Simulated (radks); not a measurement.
Charge is removed step by step from the 5s down level of the platinum ion Pt3+, starting from [Kr] 4d10 4f14 5s(up 1, down 1) 5p6 5d7. Calculated with a radial shooting solver on a logarithmic mesh with Libxc functionals: scalar-relativistic Kohn-Sham, PBEsol, spin-polarised, spherical densities, finite nucleus; open shells are filled with parallel spins first (spin-orbit coupling, left out, can overturn this in heavy ions); Fermi nuclear charge, rms radius 5.427 fm.

| removed (e) | E - E(0) (eV) | eigenvalue (eV) | E minus straight line (eV) |
|---|---|---|---|
| 0 | 0.000 | -136.13 | 0.000 |
| 0.125 | 17.140 | -138.29 | -0.963 |
| 0.25 | 34.551 | -140.47 | -1.656 |
| 0.375 | 52.235 | -142.66 | -2.076 |
| 0.5 | 70.194 | -144.88 | -2.220 |
| 0.625 | 88.431 | -147.11 | -2.086 |
| 0.75 | 106.95 | -149.35 | -1.673 |
| 0.875 | 125.75 | -151.61 | -0.978 |
| 1 | 144.83 | -153.89 | 0.000 |

Removing the whole electron costs 144.83 eV by Delta-SCF, against 136.13 eV from minus the eigenvalue at the starting occupation. Slater's transition state (half an electron removed) gives 144.88 eV. Integrating minus the eigenvalue over the occupation (Janak's theorem) gives 144.92 eV. In this scalar-relativistic scheme the density is built from large components alone, so the theorem holds only approximately. The mean slope of the eigenvalue, de/dn, is 17.8 eV per electron.
